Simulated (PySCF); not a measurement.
**Field gradients at the hydrogen positions**

BeMe(SiH3), CH6BeSi.
Cartesian coordinates in Å at the PBE0-D3(BJ)/def2-SVP level; atoms count from 1:
```xyz
9
CH6BeSi angstrom
Be     0.0061    0.0048    0.2790
C     -0.0025   -0.0161    1.9550
H     -1.0112   -0.2130    2.3619
H      0.3326    0.9435    2.3889
H      0.6621   -0.7986    2.3645
Si     0.0046    0.0180   -1.9099
H      1.3399    0.3965   -2.4821
H     -0.9914    0.9904   -2.4725
H     -0.3402   -1.3254   -2.4849
```

Level: PBE0/pcSseg-1 (PySCF, non-relativistic); Q(2H) = 0.00286 b; rigid geometry, the same for H and D, with no vibrational averaging.

Question: What are Vzz, η and χzz (234.96 MHz × Q × Vzz) at all hydrogens?

Answer: 
```
atom  bonded to  bond length (Å)  Vzz (au)     η  χzz (kHz)
  H3         C2            1.105    0.2981  0.04        200
  H4         C2            1.105    0.2984  0.04        201
  H5         C2            1.105    0.2982  0.04        200
  H7        Si6            1.501    0.1408  0.02         95
  H8        Si6            1.501    0.1407  0.02         95
  H9        Si6            1.501    0.1407  0.02         95
```

Question: Average by the element that carries the hydrogen.

Answer: on C: 200 kHz over 3 positions, mean bond length 1.105 Å; on Si: 95 kHz over 3 positions, mean bond length 1.501 Å.

Question: A static deuteron (I = 1) shows a doublet split by (3/2)χ, (3/4)χ(1 + η) and (3/4)χ(1 − η) with the field along z, y and x of the gradient. What are these for H8?

Answer: With |χ| = 94.6 kHz and η = 0.024: 142, 73 and 69 kHz, to first order and without motion.

Geometry: PBE0-D3(BJ)/def2-SVP; no solvent, vibrations or thermal averaging. The basis is small and wasn't made for field gradients, so the couplings can be 20 % off.
